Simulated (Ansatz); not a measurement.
`C#[C][Al]([F])[Cl]` + `C[SeH]` → `C[Se][Al]([F])[Cl]` + acetylene  (ligand exchange at the Al–C bond)

Computed with Ansatz on PBE0-D4/def2-TZVP structures; ΔE is electronic, products minus reactants. CBS: MP2 limit from def2 TZ/QZ plus the TZ coupled-cluster correction, frozen cores. This one scheme is used for every species. DFT in def2-TZVPP. For Se outer-core shells are correlated without core-valence functions, which leaves a few kJ/mol of doubt a bond. Scalar relativity is left out up to krypton. Each species was taken in one conformer, which may not be the lowest.

```json
{"level": "revPBE-D4", "ΔE (eV)": "-0.57"}
{"level": "SCS-MP2/def2-QZVPP", "ΔE (eV)": "-0.54"}
```

**Question.** What does CCSD(T)/CBS give? (Estimate.)

**Answer.** The calculation gave: -0.58 eV. The listed levels differ from it by 0.01, 0.04 eV.

Largest T1 diagnostic among the species: 0.013.

At CCSD(T), def2-SVP lies +0.08 eV from the extrapolated value and def2-TZVPP +0.06 eV. The D4 term adds −0.06 eV with B3LYP and −0.04 eV with PBE0; it sums over pairs of atoms, weighted by their polarisabilities, and B3LYP, whose exchange is more repulsive, gets the larger term.

B3LYP here is the variant with VWN-RPA as its local correlation; programs differ in this.
